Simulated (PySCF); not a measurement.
## ORD: `C=CC1=C[C@@H](C)[C@H]1F`, C7H9F

Molfile (atoms numbered from 1):
```
C7H9F
     RDKit          3D

 17 17  0  0  0  0  0  0  0  0999 V2000
    2.9675   -0.1390    0.3182 C   0  0  0  0  0  0  0  0  0  0  0  0
    1.9322   -0.9523    0.5064 C   0  0  0  0  0  0  0  0  0  0  0  0
    0.5754   -0.5817    0.2159 C   0  0  0  0  0  0  0  0  0  0  0  0
   -0.6243   -1.1736    0.3319 C   0  0  0  0  0  0  0  0  0  0  0  0
   -1.4053    0.0066   -0.1855 C   0  0  1  0  0  0  0  0  0  0  0  0
   -2.3034    0.6986    0.8276 C   0  0  0  0  0  0  0  0  0  0  0  0
   -0.0123    0.6724   -0.3971 C   0  0  1  0  0  0  0  0  0  0  0  0
    0.1897    1.8462    0.2855 F   0  0  0  0  0  0  0  0  0  0  0  0
    2.8334    0.8580   -0.0666 H   0  0  0  0  0  0  0  0  0  0  0  0
    3.9749   -0.4376    0.5502 H   0  0  0  0  0  0  0  0  0  0  0  0
    2.0705   -1.9491    0.9059 H   0  0  0  0  0  0  0  0  0  0  0  0
   -0.9481   -2.1405    0.6691 H   0  0  0  0  0  0  0  0  0  0  0  0
   -1.9509   -0.1725   -1.1165 H   0  0  0  0  0  0  0  0  0  0  0  0
   -3.1629    0.0722    1.0550 H   0  0  0  0  0  0  0  0  0  0  0  0
   -1.7546    0.8896    1.7464 H   0  0  0  0  0  0  0  0  0  0  0  0
   -2.6533    1.6489    0.4315 H   0  0  0  0  0  0  0  0  0  0  0  0
    0.2645    0.8659   -1.4385 H   0  0  0  0  0  0  0  0  0  0  0  0
  1  2  2  0
  2  3  1  0
  3  4  2  0
  4  5  1  0
  5  6  1  0
  5  7  1  0
  7  8  1  0
  7  3  1  0
  1  9  1  0
  1 10  1  0
  2 11  1  0
  4 12  1  0
  5 13  1  6
  6 14  1  0
  6 15  1  0
  6 16  1  0
  7 17  1  6
M  END
```

Theory: PySCF 2.14.0, TDDFT PBE0/def2-SVPD circular dichroism and optical rotation, one conformer, gas phase. Geometry: GFN2-xTB.

The molecule is flexible and this is one conformer; a measurement averages over conformers. States above about 6.8 eV (minus the energy of the highest occupied orbital) lie near or above the ionisation threshold and depend on the basis.

Stereocentres: C5 R, C7 R.

Q: Give the optical rotatory dispersion at 633, 589.3, 546, 436, 405, 365, 355 nm.

A: [α] in deg dm⁻¹ (g/mL)⁻¹:
```csv
λ (nm),origin-invariant length gauge,modified velocity gauge,length gauge (centre of mass),isotropic polarisability (au)
633,-267.6,-262.4,-262.9,89.8
589.3,-318.2,-312.2,-312.6,90.4
546,-385.2,-377.9,-378.3,91.1
436,-712.8,-700.0,-699.7,94.5
405,-894.3,-878.5,-877.7,96.2
365,-1272.7,-1251.1,-1248.5,99.5
355,-1410.5,-1386.9,-1383.4,100.6
```

Q: And for the mirror image at 589.3 nm?

A: +318.2 deg dm⁻¹ (g/mL)⁻¹ (origin-invariant length gauge): the same size and the opposite sign.

Q: What is the molar rotation [Φ] = [α]·M/100 of the geometry above at 589.3 nm?

A: With M = 112.15 g/mol, -356.9 deg cm² dmol⁻¹ (origin-invariant length gauge).

The first excitation lies at 5.55 eV (223 nm) with R = -52.0 × 10⁻⁴⁰ esu² cm² (velocity form).
